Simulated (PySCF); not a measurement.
Input of a run (PBE0-D3(BJ)/def2-SVP geometry optimisation, gas phase (PySCF 2.14.0)), started from GFN2-xTB:
```
{"job": {"xc": "PBE0", "basis": "def2-SVP", "d3": "d3bj", "grid": 1, "kind": "geom"}, "charge": -1, "multiplicity": 1}
O      2.206942     1.047838     0.603660
C      1.710424     0.083699     0.015810
O      2.240141    -0.858706    -0.579324
C      0.140128     0.040499     0.020617
C     -0.652608    -0.962181    -0.586929
N     -1.950350    -0.844564    -0.488913
S     -2.334436     0.511598     0.361752
C     -0.677982     0.953192     0.603237
H     -0.248566    -1.805824    -1.120495
H     -0.424809     1.839105     1.148056
```

Output (energies in Eh, forces in Eh/bohr):
```
step   0  E = -756.14858176  max force = 0.020508
step   1  E = -756.15091366  max force = 0.005999
step   2  E = -756.15099323  max force = 0.002424
step   3  E = -756.15103514  max force = 0.000973
step   4  E = -756.15104136  max force = 0.000725
step   5  E = -756.15103603  max force = 0.000964
step   6  E = -756.15104175  max force = 0.000335
optimisation converged
```

Problem. Summarise the run.

Solution. The energy falls by 0.067 eV over 7 energy and gradient evaluations, the largest force component goes from 0.0205 to 3.4e-04 Eh/bohr, and the atoms move by 0.033 Å rms after alignment. Among the bonds, C2–C4 and N6–S7 change most and about equally (-0.026 to +0.025 Å). Bonds longer at the end by more than 0.005 Å: 8 of 10; shorter: 2. Among the angles that change most is S7–C8–H10, from 120.6° to 124.9°. The energy rose by more than 1e-6 Eh at step 5. The first step brought 95 % of the lowering.

Problem. What are the final bond lengths?

Solution. O1=C2 1.243 Å, C2–O3 1.244 Å, C2–C4 1.545 Å, C4–C5 1.427 Å, C5–N6 1.316 Å, N6–S7 1.671 Å, S7–C8 1.716 Å, C4–C8 1.370 Å, C5–H9 1.095 Å, C8–H10 1.091 Å. Numbering counts from 1 in the input's order; the species is `O=C([O-])c1cnsc1`.

The run used 126 basis functions and 53 SCF cycles in all. Hardware: one thread, Arm Neoverse V1 (aarch64), shared host with 32 logical CPUs at a one-minute load of 12. Cost: 44 s of wall time, 0.53 GiB resident at most.

No PBE0-D3(BJ)/def2-SVP frequencies stand behind this structure, so it isn't proved a minimum. The geometry's basis has no diffuse functions, a weakness for an anion.

Shape of the structure used: `[O:1]=[C:2]([O-:3])[c:4]1[cH:5][n:6][s:7][cH:8]1`: O1–C2–C4–C5 179°.
